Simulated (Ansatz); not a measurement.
A correction line for r2SCAN0-D4/def2-TZVPP: atomisation enthalpy at 298 K

The atomisation enthalpy at 298 K in kJ/mol of 7 molecular compounds of Si: x at r2SCAN0-D4/def2-TZVPP, y from tabulated heats of molecules and atoms (CRC Handbook of Chemistry and Physics, NIST-JANAF tables). Shapes, held fixed at every level: PBE0-D4/def2-TZVP. Computed values hold a harmonic thermal term (PBE0-D4/def2-TZVP) and the atoms' spin-orbit lowering. Programs: Ansatz 0.2.0.

| molecule | x (kJ/mol) | y (kJ/mol) |
| --- | --- | --- |
| SiI4 (SMILES I[Si](I)(I)I) | 976 | 987 |
| SiH2Br2 (dibromosilane) | 1300 | 1300 |
| SiBr4 (tetrabromosilane) | 1308 | 1313 |
| SiH3Cl (chlorosilane) | 1356 | 1367 |
| SiH3(SiH3) (disilane) | 2133 | 2128 |
| SiF4 (silicon tetrafluoride) | 2285 | ? |
| Si(CH3)3Cl (chlorotrimethylsilane) | 5010 | 5037 |

Question: Fit y = c + s·x to the known rows and predict y for SiF4.

Answer: 
1. Means of the 6 rows: x = 2013.83, y = 2022.0.
2. Σ(Δx)² = 11508817, Σ(Δx·Δy) = 11566936, so the slope is 11566936/11508817 = 1.005.
3. Intercept: 2022.0 − (1.005) × 2013.83 = -1.9. The largest residual of the fit is 14.
4. SiF4: -1.9 + 1.005 × 2285 = 2295 kJ/mol.

The tabulated heats give 2382 kJ/mol, so the prediction is off by -87 kJ/mol, more than the largest residual. Uncorrected, r2SCAN0-D4/def2-TZVPP misses SiF4 by -97 kJ/mol, and the other rows by 10 on average. With references in doubt, neither the misses nor the line can be laid on the level alone. Si(CH3)3Cl lies far out in x and weighs most in the slope. Left out in turn, the other rows are missed by 18 kJ/mol on average, so the withheld one doesn't follow the line. The heats of SiI4 (SMILES I[Si](I)(I)I), SiBr4 (tetrabromosilane), SiH3Cl (chlorosilane), Si(CH3)3Cl (chlorotrimethylsilane) come from older tables and can be uncertain by 10 kJ/mol or more. The molecules' own spin-orbit lowering is left out, so errors for iodides read a little too negative. The tabulated values of SiH2Br2, SiH3(SiH3) are in doubt (older tables, estimates, or at odds with other calculations) and kept here. For atoms past krypton def2 sets carry core potentials with scalar relativity. Relativity is left out for Br.
